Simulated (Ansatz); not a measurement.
The cluster Sr₆S₅. The state is a quintet with charge 0. Geometry PBE-D4/def2-SVP; atoms count from 1.

Cartesian coordinates in Å:
```
Sr -2.136 -0.834 -3.395
Sr -0.826 1.566 -0.283
Sr 1.753 0.695 2.972
Sr -2.269 -1.569 2.187
Sr 2.703 1.857 -2.456
Sr 0.924 -1.428 -0.615
S 0.568 -1.800 2.275
S -2.018 -1.125 -0.592
S -1.057 0.982 2.582
S 2.065 1.176 0.206
S 0.293 0.480 -2.881
```

In the def2 sets Sr takes a core potential; there is no spin–orbit coupling. At PBE0-D4/def2-TZVP a triplet of charge 0 lies 2.95 eV below the quintet, each at its own geometry. The structure comes from a short search, and lower isomers may exist.

**Question.** Estimate the Mulliken populations from the PBE0/def2-TZVP orbitals of Ansatz.

**Answer.** 
```
atom  charge (e)  spin (α − β)
 Sr1        0.52          1.01
 Sr2        1.09          0.01
 Sr3        0.87          0.47
 Sr4        0.87          0.47
 Sr5        0.52          1.01
 Sr6        1.09          0.01
  S7       -0.83          0.51
  S8       -1.11          0.00
  S9       -0.83          0.52
 S10       -1.11          0.00
 S11       -1.08          0.00
```
Mulliken values and Mayer orders depend strongly on the basis.

**Question.** Where does the spin sit?

**Answer.** Summed by element: Sr 2.97, S 1.03, of 4 unpaired in all. Largest on single atoms: Sr5 1.01, Sr1 1.01, S9 0.52.

**Question.** And the Mayer bond orders between bonded heavy atoms (over 0.3)?

**Answer.** Sr1–S8 0.38 (2.82 Å); Sr1–S11 0.40 (2.81 Å); Sr2–S8 0.39 (2.96 Å); Sr2–S9 0.42 (2.93 Å); Sr2–S10 0.39 (2.96 Å); Sr2–S11 0.36 (3.03 Å); Sr3–Sr4 0.45 (4.68 Å); Sr3–S7 0.40 (2.85 Å); Sr3–S9 0.40 (2.85 Å); Sr3–S10 0.36 (2.83 Å); Sr4–S7 0.40 (2.85 Å); Sr4–S8 0.36 (2.83 Å); Sr4–S9 0.40 (2.85 Å); Sr5–S10 0.38 (2.82 Å); Sr5–S11 0.40 (2.81 Å); Sr6–S7 0.42 (2.94 Å); Sr6–S8 0.39 (2.96 Å); Sr6–S10 0.39 (2.96 Å); Sr6–S11 0.36 (3.03 Å). Values over 0.3 also appear between atoms too far apart for a bond (S7–S9 0.37 at 3.24 Å); they arise where an orbital or an unpaired electron spreads over both atoms.
